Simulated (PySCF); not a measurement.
Computed IR spectrum (relative IR intensity) of a molecule C4H9N. Coordinates come from a B3LYP-D3(BJ)/def2-SVP optimisation. Other conformers were not sampled. Level of theory: B3LYP-D3(BJ)/def2-SVP (PySCF). Harmonic, unscaled wavenumbers; measured fundamentals usually lie a few per cent lower.

| ν (cm⁻¹) | relative intensity |
|---|---|
| 92 | 2.2 |
| 254 | 21 |
| 290 | 41 |
| 415 | 9.4 |
| 430 | 2.7 |
| 560 | 8.2 |
| 724 | 4.3 |
| 796 | 62 |
| 849 | 100 |
| 923 | 40 |
| 937 | 13 |
| 973 | 3.9 |
| 1048 | 4.2 |
| 1056 | 4.3 |
| 1086 | 18 |
| 1173 | 3.4 |
| 1318 | 6.3 |
| 1387 | 9.5 |
| 1404 | 10 |
| 1431 | 6.3 |
| 1443 | 9.5 |
| 1468 | 22 |
| 1629 | 27 |
| 1731 | 16 |
| 2957 | 96 |
| 3020 | 16 |
| 3027 | 56 |
| 3094 | 19 |
| 3129 | 7.0 |
| 3134 | 18 |
| 3222 | 19 |

**Question.** Which structure fits?
A. CC/C=N\C
B. C=CCCN
C. C=C(C)CN
D. CC1CNC1

**Answer.** C, C=C(C)CN
